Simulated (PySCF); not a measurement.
# [Bi2]+ at several levels of theory

Computed with PySCF 2.14.0 (density fitting, no spin-orbit coupling) at the geometry relaxed with BP86:

```xyz
2
[Bi2]+ (doublet)
Bi    0.0000    0.0000    1.3907
Bi    0.0000    0.0000   -1.3907
```

```
 level                    basis    state  HOMO (eV)  gap (eV)  charge on Bi1 (e)  dipole about the centre of mass (D)  largest force component (eV/Å)
  BP86   Bi def2-SVP with ECP60  doublet     -10.72      0.04               0.50                                 0.00                            0.02
revPBE                 the same  doublet     -10.48      0.08               0.50                                 0.00                            0.09
  BP86  Bi def2-TZVP with ECP60  doublet     -10.69      0.08               0.50                                 0.00                            0.23
  BP86            Bi x2c-SVPall  doublet     -10.76      0.04               0.50                                 0.00                            0.54
```

HOMO and gap are taken over both spins. Charges are Mulliken's, which hang on the basis. The relaxation used the grid (50, 194), these runs (75, 302) or, all-electron (x2c bases, spin-free X2C Hamiltonian), (99, 590).

(1) A further run in the first row's basis gives HOMO (eV) -10.78, gap (eV) 0.46, charge on Bi1 (e) 0.50, dipole about the centre of mass (D) 0.00, largest force component (eV/Å) 0.33. Which level was it?
A. r2SCAN
B. PBE0
C. PBE

Open shells may have lower solutions than the one found.

A gap near or under zero over both spins lies within a partly filled shell and is no excitation energy.

Results:

(1) A. The others give HOMO -10.56 eV (PBE); -11.29 eV (PBE0).
